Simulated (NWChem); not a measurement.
A series in which one site is exchanged, each optimised at B3LYP/6-31G* with NWChem, gas phase unless a solvent is named. All stand in one matching conformer (torsions within 35°), which need not be the lowest. Pople sets run with spherical d functions. This build's default masses of Se (78.918 u) and Br (79.917 u) are each other's, which moves their modes by up to 0.6 %. Shieldings are non-relativistic GIAO values without spin-orbit effects.

A: C=C[SiH2]Br (C$_{2}$H$_{5}$BrSi; site = Br)
B: C=C[SiH3] (C$_{2}$H$_{6}$Si; site = H)
C: C=C[SiH2]F (C₂H₅FSi; site = F)
D: C=C[SiH2]Cl (C₂H₅ClSi; site = Cl)

```tsv
quantity	A	B	C	D
orbital gap (eV), B3LYP/6-31G*	6.73	7.22	7.26	___
static polarisability, PBE0/def2-SVPD (bohr³)	74.5	54.3	51.2	___
SMD solvation free energy in n-hexane, B3LYP/6-31G* (kcal/mol)	-3.3	-1.1	-1.3	___
29Si shift against tetramethylsilane, PBE/pcSseg-1 (ppm)	-10.9	-72.7	-9.0	___
```

Q: Complete the blanks.

A: 
- orbital gap (eV), B3LYP/6-31G*, D: 7.00
- static polarisability, PBE0/def2-SVPD (bohr³), D: 65.9
- SMD solvation free energy in n-hexane, B3LYP/6-31G* (kcal/mol), D: -2.6
- 29Si shift against tetramethylsilane, PBE/pcSseg-1 (ppm), D: -10.0
